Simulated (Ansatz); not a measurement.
## Cost against result

The pair of H2 (SMILES [H][H], atoms 1–2) and C2H6S (SMILES CSC, atoms 3–11), both closed shells, in one local arrangement (a lower one may exist), relaxed at PBE0-D4/def2-TZVP:

```
atom    x (Å)    y (Å)    z (Å)
  H1   0.9855   0.9902  -2.4821
  H2   0.3488   0.9023  -2.0969
  C3  -0.3321  -1.4423  -0.0583
  S4  -1.2368   0.0919   0.1629
  C5  -0.0018   1.0321   1.0640
  H6   0.5767  -1.2828  -0.6426
  H7  -0.9837  -2.1263  -0.6029
  H8  -0.0774  -1.8913   0.9038
  H9   0.9035   1.1660   0.4678
 H10  -0.4314   2.0120   1.2743
 H11   0.2484   0.5482   2.0101
```

Interaction energies are counterpoise-corrected; the time is that of the whole pair.

Computed with Ansatz 0.2.0 (basis: as named in each row); correlated methods freeze the cores. B3LYP uses VWN-RPA correlation. Extrapolation: Hartree–Fock as exp(−7.88 √X), correlation as X^−2.97.

Times are rough, for one single point on 4 threads of a shared host (Arm Neoverse V1).

The estimate by CCSD(T) at an estimated basis limit (MP2 extrapolated from triple and quadruple zeta, plus CCSD(T) − MP2 in triple zeta) is -4.3 kJ/mol.

```csv
method,basis,time (s),interaction energy (kJ/mol),method less estimate
HF,STO-3G,under 1,3.6,7.9
PBE-D4,STO-3G,under 1,-2.9,1.4
SPW92,def2-SVP,under 1,-11.0,-6.7
B3LYP-D4,6-31G,under 1,-3.8,0.5
PBE-D4,def2-SVP,under 1,-6.6,-2.3
PBE0-D4,def2-SVP,under 1,-5.7,-1.4
CCSD(T),def2-SVP,2,-0.4,3.9
PBE-D4,def2-TZVPPD,2,-6.3,-2.0
revPBE-D4,def2-TZVPPD,2,-5.1,-0.8
BLYP-D4,def2-TZVPPD,2,-4.2,0.1
wB97M-V,def2-SVP,3,-4.2,0.1
HSE06-D4,def2-TZVPPD,3,-5.5,-1.2
PBE0-D4,def2-TZVPPD,3,-5.5,-1.2
B3LYP-D4,def2-TZVPPD,3,-4.4,-0.1
r2SCAN-D4,def2-TZVPPD,4,-3.9,0.4
B2PLYP,def2-TZVPPD,6,-1.9,2.4
wB97X-V,def2-TZVPPD,7,-4.5,-0.2
wB97M-V,def2-TZVPPD,8,-4.5,-0.2
B97M-V,def2-TZVPPD,10,-5.2,-0.9
MP2,def2-QZVPPD,24,-4.2,0.1
CCSD(T),def2-TZVPPD,110,-3.5,0.8
```

The T1 diagnostic stays at or below 0.010.
